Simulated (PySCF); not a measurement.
SiOBr, SMILES O=[Si]Br, multiplicity 2.

The structure is a stationary point at TPSSh-D3(BJ)/def2-TZVP.

Two levels are set side by side: PBE/def2-TZVPD (PySCF) and B3LYP/def2-TZVPD (PySCF). Same geometry, gas phase. Differences are taken from unrounded values.

| quantity | B3LYP | PBE | PBE minus B3LYP |
|---|---|---|---|
| α-spin orbital gap (eV) | 4.95 | 3.30 | -1.65 |
| β-spin orbital gap (eV) | 3.87 | 2.29 | -1.58 |
| dipole moment (D) | 2.91 | 2.68 | -0.22 |
| mean polarisability (bohr³) | 54.4 | 55.6 | 1.2 |

Rough cost on one machine, each run with all the roots and properties that it gave: B3LYP against PBE within a factor of 2.
